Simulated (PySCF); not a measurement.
How far are cheaper levels from CCSD(T)/CBS for SeBr?

PySCF; the state is a doublet (π ↑). The composite is CCSD(T) extrapolated to the basis-set limit from two correlation-consistent sets, with core-valence (CV) and scalar-relativistic (SR) terms as its label shows; it has no spin–orbit coupling and nothing beyond (T). Here it is CCSD(T)/CBS(TQ). It gives Re = 2.274 Å, ωe = 327 cm⁻¹ and De = 2.45 eV to Se + Br.

```json
{"level": "UHF-CCSD", "basis": "def2-TZVPP", "relativity": "no relativity", "Re (Å)": "2.276", "ωe (cm⁻¹)": "328", "De (eV)": "2.10"}
{"level": "UHF-CCSD(T)", "basis": "x2c-SVPall", "relativity": "spin-free X2C", "Re (Å)": "2.315", "ωe (cm⁻¹)": "303", "De (eV)": "1.90"}
{"level": "PBE", "basis": "cc-pVDZ-PP", "relativity": "scalar-relativistic core potentials", "Re (Å)": "2.306", "ωe (cm⁻¹)": "313", "De (eV)": "2.73"}
{"level": "PW91", "basis": "6-31G(d,p)", "relativity": "no relativity", "Re (Å)": "2.301", "ωe (cm⁻¹)": "319", "De (eV)": "2.81"}
{"level": "r²SCAN", "basis": "6-31G(d,p)", "relativity": "no relativity", "Re (Å)": "2.285", "ωe (cm⁻¹)": "328", "De (eV)": "2.57"}
{"level": "r²SCAN", "basis": "def2-TZVPP", "relativity": "no relativity", "Re (Å)": "2.275", "ωe (cm⁻¹)": "327", "De (eV)": "2.64"}
{"level": "PBE0", "basis": "x2c-SVPall", "relativity": "spin-free X2C", "Re (Å)": "2.274", "ωe (cm⁻¹)": "327", "De (eV)": "2.47"}
{"level": "PBE0", "basis": "def2-TZVPP", "relativity": "no relativity", "Re (Å)": "2.265", "ωe (cm⁻¹)": "334", "De (eV)": "2.56"}
{"level": "CAM-B3LYP", "basis": "def2-TZVPP", "relativity": "no relativity", "Re (Å)": "2.273", "ωe (cm⁻¹)": "330", "De (eV)": "2.36"}
{"level": "LC-ωPBE", "basis": "6-31G(d,p)", "relativity": "no relativity", "Re (Å)": "2.253", "ωe (cm⁻¹)": "353", "De (eV)": "2.16"}
```

Problem. Give the difference of each row from the composite.

Solution. 

```tsv
level	basis	ΔRe (pm)	Δωe (%)	ΔDe (eV)
UHF-CCSD	def2-TZVPP	+0.2	+0.3	-0.35
UHF-CCSD(T)	x2c-SVPall	+4.1	-7.3	-0.55
PBE	cc-pVDZ-PP	+3.2	-4.3	+0.28
PW91	6-31G(d,p)	+2.7	-2.4	+0.36
r²SCAN	6-31G(d,p)	+1.1	+0.3	+0.12
r²SCAN	def2-TZVPP	+0.1	+0.0	+0.19
PBE0	x2c-SVPall	+0.0	+0.0	+0.02
PBE0	def2-TZVPP	-0.9	+2.1	+0.11
CAM-B3LYP	def2-TZVPP	-0.1	+0.9	-0.09
LC-ωPBE	6-31G(d,p)	-2.1	+8.0	-0.29
```

Problem. Which rows come closest in De?

Solution. PBE0 in x2c-SVPall (+0.02 eV), counted from the composite.

Correlated steps freeze 18 core orbitals. Correlated levels converge slowly with the basis: in double zeta they bind strong bonds too weakly, by up to about 1 eV, and carry superposition errors of some tenths. Spin–orbit coupling is left out. The state was picked by a PBE0 search and need not be the measured ground state.
